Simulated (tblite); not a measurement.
C5H12SSi.
Cartesian coordinates in Å at the GFN2-xTB level; atoms count from 1:
```xyz
19
C5H12SSi angstrom
Si    -2.037   -0.553    1.268
C     -0.319   -0.083    0.579
C     -0.395    1.195   -0.259
C      0.973    1.672   -0.721
S      1.748    0.468   -1.844
C      1.697   -0.944   -0.698
C      0.277   -1.230   -0.239
H     -2.946   -0.812    0.151
H     -2.537    0.561    2.074
H     -1.898   -1.755    2.091
H      0.357    0.111    1.422
H     -0.857    1.993    0.329
H     -1.022    1.021   -1.137
H      0.897    2.599   -1.289
H      1.648    1.823    0.123
H      2.114   -1.787   -1.248
H      2.349   -0.711    0.147
H      0.287   -2.144    0.363
H     -0.346   -1.416   -1.117
```

Level: GFN2-xTB in tblite, geometry and Hessian alike; calculated harmonic values, unscaled, isolated species. Against measured fundamentals such values can be off by several per cent, at times by over 20. Modes of hydrogen on silicon can be 10 to 20 % off. One conformer, not necessarily the lowest.

Harmonic wavenumbers (cm⁻¹): 100.0, 114.1, 187.2, 231.0, 246.4, 278.9, 381.1, 394.4, 463.9, 545.0, 545.5, 684.7, 699.9, 755.2, 775.6, 781.1, 792.5, 809.2, 904.5, 915.5, 941.2, 1016.4, 1043.8, 1070.7, 1074.8, 1132.4, 1140.2, 1188.9, 1220.8, 1243.8, 1263.3, 1284.9, 1292.5, 1351.0, 1352.5, 1443.7, 1448.9, 1473.9, 1483.0, 2267.1, 2268.9, 2271.1, 2898.4, 2948.4, 2949.8, 2956.3, 2957.1, 2974.8, 2977.1, 3004.1, 3004.5.

A = 3815, B = 1043, C = 878.8 MHz; mass 132.043 u (most abundant isotopes); point group Cs, symmetry number 1.

**Question.** Zero-point energy?

**Answer.** ½Σν̃ = 33775 cm⁻¹ = 96.57 kcal/mol.

**Question.** Entropy at 400 K, 1 bar (ideal gas, RRHO, classical rotation)?

**Answer.** Translation 42.03, rotation 29.79, vibration 30.44: S = 102.3 cal/(mol K).

**Question.** And Cp and H(400 K) − H(0)?

**Answer.** Cp = 46.26 cal/(mol K), of which vibrations give 38.31 (their classical limit is 51 R = 101.3); H(400 K) − H(0) = 10.22 kcal/mol without the zero-point energy, 7.04 from vibrations.

**Question.** Blend soft modes into free rotors: weight 1/[1 + (100 cm⁻¹/ν̃)⁴] for the oscillator and the rest for a rotor with moment μB/(μ + B), μ = h/(8π²ν), B = 10⁻⁴⁴ kg m². What vibrational entropy results?

**Answer.** 29.70 cal/(mol K) in place of 30.44, which changes −T·S at 400 K by +0.30 kcal/mol.

**Question.** Which modes carry the vibrational entropy at 400 K?

**Answer.** 100.0 cm⁻¹: 4.03; 114.1 cm⁻¹: 3.77; 187.2 cm⁻¹: 2.81; 231.0 cm⁻¹: 2.41; 246.4 cm⁻¹: 2.29; 278.9 cm⁻¹: 2.06 cal/(mol K); the other 45 give 13.07 together.

**Question.** What must be added to the electronic energy to get the Gibbs energy at 400 K and 1 bar?

**Answer.** ZPE + [H(400 K) − H(0)] − T·S = 96.57 + 10.22 − 40.90 = 65.89 kcal/mol.

**Question.** How do the functions run with temperature in this model?

**Answer.** 
```tsv
T (K)	S (cal/(mol K))	Cp (cal/(mol K))	H − H(0) (kcal/mol)	G − H(0) (kcal/mol)	ln q(vib)
100	64.9	15.3	1.07	-5.41	0.65
200	78.4	24.9	3.08	-12.60	2.33
300	90.5	35.8	6.10	-21.05	4.32
500	113.6	55.2	15.30	-41.49	8.72
800	144.0	73.9	34.92	-80.25	15.57
1000	161.4	81.9	50.54	-110.82	19.96
```

q(vib) and H(0) count from the zero-point level.

Hindered rotation and anharmonicity are outside this model. Other conformers, if any are populated, would add a mixing term that is left out.
